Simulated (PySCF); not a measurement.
## Ionising BeSn

MN15; basis Be aug-cc-pVDZ, Sn aug-cc-pVDZ-PP with ECP28; scalar-relativistic core potentials; PySCF 2.14. Neutral (UKS): triplet (π ↑↑), Re = 2.365 Å, ωe = 426 cm⁻¹, De = 1.22 eV, HOMO -5.57 eV, LUMO -2.68 eV.

BeSn⁻ (UKS): quartet (σ ↑, π ↑↑), Re = 2.409 Å, ωe = 403 cm⁻¹, De = 1.25 eV to Be + Sn⁻. The energies at the minima are -228.48814 hartree for BeSn and -228.54076 for BeSn⁻.

Question: Work out the adiabatic electron affinity, without and with harmonic zero-point energies (1 hartree = 27.2114 eV, 1 eV = 8065.5 cm⁻¹), and the change of the bond length.

Answer: At MN15: 0.05262 hartree = 1.432 eV between the minima; the zero-point term (426.0 − 403.0)/2 cm⁻¹ = +0.001 eV makes it 1.433 eV. Re changes by +4.4 pm against the neutral. The electron enters a σ orbital; the charge polarises the partner, so the anion is bound more strongly.

Spin–orbit coupling is left out, which matters for elements this heavy, above all for dissociation energies. For an ion De counts to the pair picked by the measured ionisation energies or electron affinities, which need not be the lowest pair at this level. States were picked by a PBE0 search and need not be the measured ground states.
